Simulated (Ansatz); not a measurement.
C₂H₇AlOSi, 12 atoms. Total charge 0; spin multiplicity 1. The bonds changed during the relaxation, so this is another structure than the one it started from. All runs use 4 threads of an Arm Neoverse V1 on a shared host. Correlated methods freeze the cores.

**Question.** How many basis functions does each run have, and how long does it take in Ansatz? RKS ωB97X-V/def2-TZVPP energy; RKS ωB97M-V/def2-SVP energy; RKS PBE0-D4/def2-QZVPP energy; direct RPA on PBE orbitals/def2-TZVPP energy; RHF-CCSD(T)/def2-SVP energy; RKS PBE0-D4/def2-TZVP relaxation (9 steps); RKS PBE0-D4/def2-TZVP frequencies; RKS r2SCAN-D4/def2-TZVPP energy and forces; RHF-CCSD(T)/def2-TZVPP energy; RHF-MP2/def2-QZVPP energy; RKS PBE0-D4/def2-SVP energy; RKS ωB97M-V/def2-QZVPP energy. (Estimate.)

**Answer.** Ansatz gave: Other jobs shared the machine, so times are rough.

```
                                level                   job  functions  wall time  peak host memory (GiB)
                 RKS PBE0-D4/def2-SVP                energy        113      1.2 s                    0.26
                 RHF-CCSD(T)/def2-SVP                energy        113      4.8 s                    0.53
             RKS r2SCAN-D4/def2-TZVPP     energy and forces        275        6 s                    0.43
                 RKS ωB97M-V/def2-SVP                energy        113        6 s                    0.38
direct RPA on PBE orbitals/def2-TZVPP                energy        275      6.5 s                    0.74
               RKS ωB97X-V/def2-TZVPP                energy        275      9.5 s                    0.93
               RKS PBE0-D4/def2-QZVPP                energy        521       11 s                     2.1
               RKS ωB97M-V/def2-QZVPP                energy        521       24 s                     2.6
                   RHF-MP2/def2-QZVPP                energy        521       30 s                     3.8
                RKS PBE0-D4/def2-TZVP  relaxation (9 steps)        209       37 s                    0.59
               RHF-CCSD(T)/def2-TZVPP                energy        275    2.6 min                     7.2
                RKS PBE0-D4/def2-TZVP           frequencies        209    3.3 min                    0.59
```
